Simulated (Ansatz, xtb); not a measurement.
Two structures of Cl2H2Si2

Structure I: a singlet given by its coordinates. Structure II: a singlet given by its coordinates. Both are isolated molecules in the gas phase, relaxed with B3LYP-D3(BJ)/def2-SVP.

I (Å):

```xyz
6

Cl   -0.4920   -2.1838   -0.2397
Cl   -1.0690    1.2391   -0.2684
Si    1.5855    1.1552   -0.2935
Si    0.0831   -0.3897    0.6293
H     1.4580    0.3522   -1.5891
H    -0.3904   -0.4426    2.0371
```

Close contacts (Å): Cl1–Si4 2.07, Cl2–Si3 2.66, Cl2–Si4 2.19, Si3–Si4 2.34, Si3–H5 1.53, Si4–H6 1.49.

II (Å):

```tsv
atom	x (Å)	y (Å)	z (Å)
Cl	0.5385	-1.1490	-2.4769
Cl	0.8139	-0.6632	0.8147
Si	-1.7707	1.3966	-0.9661
Si	0.1062	0.1664	-0.9417
H	-1.4936	2.4433	0.0771
H	-1.6921	2.0936	-2.2960
```

Close contacts (Å): Cl1–Si4 2.07, Cl2–Si4 2.07, Si3–Si4 2.24, Si3–H5 1.50, Si3–H6 1.50.

**Question.** Which of the two would you expect CCSD(T)/def2-TZVP electronic energies to favour?

**Answer.** Structure II; the calculation gives E(II) − E(I) = −7.18 kJ/mol.

Level by level:

```json
{"level": "B3LYP-D3(BJ)/def2-SVP", "geometry": "B3LYP-D3(BJ)/def2-SVP", "E(II) − E(I) (kJ/mol)": "−4.86", "departure from the last row (kJ/mol)": "+2.32", "job, with rough time for the two": "optimisation, 18 s"}
{"level": "HF/def2-TZVP", "geometry": "B3LYP-D3(BJ)/def2-SVP", "E(II) − E(I) (kJ/mol)": "+20.75", "departure from the last row (kJ/mol)": "+27.93", "job, with rough time for the two": "part of the CCSD(T) run"}
{"level": "MP2/def2-TZVP", "geometry": "B3LYP-D3(BJ)/def2-SVP", "E(II) − E(I) (kJ/mol)": "−5.17", "departure from the last row (kJ/mol)": "+2.02", "job, with rough time for the two": "part of the CCSD(T) run"}
{"level": "CCSD(T)/def2-TZVP", "geometry": "B3LYP-D3(BJ)/def2-SVP", "E(II) − E(I) (kJ/mol)": "−7.18", "departure from the last row (kJ/mol)": "", "job, with rough time for the two": "single point, 19 s"}
```

HF/def2-TZVP puts the two in the other order. The largest departure from CCSD(T)/def2-TZVP is that of HF/def2-TZVP, 27.93 kJ/mol. Levels run at GFN2-xTB geometries aren't shown.

With harmonic frequencies from B3LYP-D3(BJ)/def2-SVP (ideal gas, rigid rotor, one conformer each, 298.15 K, 1 atm): the zero-point term adds −1.91 kJ/mol; ΔH is −8.14 and ΔG −10.45 kJ/mol.

The correlated steps freeze 20 core orbitals. Mirror images aren't counted in ΔG. Codes used: Ansatz 0.2.0; the last row on 2 threads of Intel(R) Xeon(R) 6975P-C (Granite Rapids) on a shared host.
